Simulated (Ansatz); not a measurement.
A calculation with Ansatz (development build ahead of 0.2.0).

```yaml
crystal:
  periodic: [false, false, false]
  atoms:
    - { symbol: Zn, position_ang: [0.0, 0.0, 0.0] }
basis:
  gaussian: { orbitals: pcseg-2 }
hamiltonian:
  xc: pbe
```

The input is written out in the form of the current development build from the run's settings.

Output:

```json
{
 "Converged": "yes",
 "Total energy": "-1779.17343 hartree",
 "Spin squared of the determinant": "0.000"
}
```
